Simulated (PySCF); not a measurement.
Compound: InEt2H, C4H11In.
Bonds: In1–C2, In1–C9, C2–C3, C9–C10. Hydrogens: H16 on In1; H4, H5 on C2; H6, H7, H8 on C3; H11, H12 on C9; H13, H14, H15 on C10.

A GFN2-xTB structure was refined with PBE0-D3(BJ)/def2-SVP geometry optimisation, gas phase, def2 core potentials past Kr (PySCF). Its GFN2-xTB values:

| coordinate | GFN2-xTB |
| --- | --- |
| In1–C2 | 2.187 Å |
| In1–C9 | 2.377 Å |
| In1–H16 | 1.721 Å |
| C2–C3 | 1.491 Å |
| C2–H4 | 1.154 Å |
| C3–H6 | 1.142 Å |
| In1–C2–C3 | 109.7° |
| C2–In1–C9 | 120.9° |

Q: How do these coordinates change at the PBE0-D3(BJ)/def2-SVP level?

A: 
```json
{"coordinate": "In1–C9", "PBE0-D3(BJ)/def2-SVP (Å or °)": "2.184", "change": "-0.193"}
{"coordinate": "C2–H4", "PBE0-D3(BJ)/def2-SVP (Å or °)": "1.104", "change": "-0.050"}
{"coordinate": "C3–H6", "PBE0-D3(BJ)/def2-SVP (Å or °)": "1.104", "change": "-0.038"}
{"coordinate": "C2–C3", "PBE0-D3(BJ)/def2-SVP (Å or °)": "1.523", "change": "+0.032"}
{"coordinate": "In1–H16", "PBE0-D3(BJ)/def2-SVP (Å or °)": "1.751", "change": "+0.030"}
{"coordinate": "In1–C2", "PBE0-D3(BJ)/def2-SVP (Å or °)": "2.184", "change": "-0.003"}
{"coordinate": "In1–C2–C3", "PBE0-D3(BJ)/def2-SVP (Å or °)": "115.6", "change": "+5.9"}
{"coordinate": "C2–In1–C9", "PBE0-D3(BJ)/def2-SVP (Å or °)": "121.4", "change": "+0.5"}
```

The energy falls by 13.4 kcal/mol over 21 energy and gradient evaluations, the largest force component goes from 0.0541 to 2.5e-04 Eh/bohr, and the atoms move by 1.254 Å rms after alignment. The bond that changes most is In1–C9 (ends: indium bonded to 2 C and H; carbon bonded to C, In and 2 H), which shortens by 0.193 Å. Bonds longer at the end by more than 0.005 Å: 7 of 15; shorter: 7. Among the dihedrals that turn most is H16–In1–C9–H12, from 51° to 138°. Rotational constants go from 6036, 1272, 1176 to 10846, 1203, 1122 MHz.

The run used 137 basis functions and 136 SCF cycles in all.

Not checked by PBE0-D3(BJ)/def2-SVP frequencies. The numbers are those of one conformer.
